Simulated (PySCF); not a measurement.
H4BNS2, SMILES `NB(S)S` (S–B–S–H torsion -180°, S–B–S–H torsion 0°), neutral singlet in the gas phase. 

Z-matrix (Å, degrees):
```
B
N 1 1.3971
H 2 1.0038 1 123.40
H 2 1.0052 3 113.88 1 179.99
S 1 1.8204 2 123.49 3 0.00
H 5 1.3434 1 97.69 2 0.07
S 1 1.8242 2 118.47 3 -179.99
H 7 1.3408 1 96.96 2 -179.95
```
Charge 0, spin multiplicity 1.

All levels are single points at this geometry (PBE0-D4/def2-TZVP); Pople sets use spherical d functions. Orbital energies aren't observables, and empty levels follow the basis.

BP86/6-31G* in PySCF gives gap (eV) = 5.43.

Task: Estimate the gap (eV) from each of these levels: B3LYP-D3(BJ)/def2-TZVP in PySCF; PBE-D3(BJ)/def2-TZVP in PySCF; PBE0-D4/def2-TZVP in PySCF; B3LYP/3-21G in PySCF; B3LYP/LANL2DZ in PySCF; PBE/6-31G* in PySCF; SVWN5/6-31G* in PySCF; HF/6-31G* in PySCF.

Result: 
```tsv
level	gap (eV)
B3LYP-D3(BJ)/def2-TZVP in PySCF	6.66
PBE-D3(BJ)/def2-TZVP in PySCF	5.11
PBE0-D4/def2-TZVP in PySCF	7.22
B3LYP/3-21G in PySCF	7.47
B3LYP/LANL2DZ in PySCF	7.38
PBE/6-31G* in PySCF	5.41
SVWN5/6-31G* in PySCF	5.31
HF/6-31G* in PySCF	14.05
```
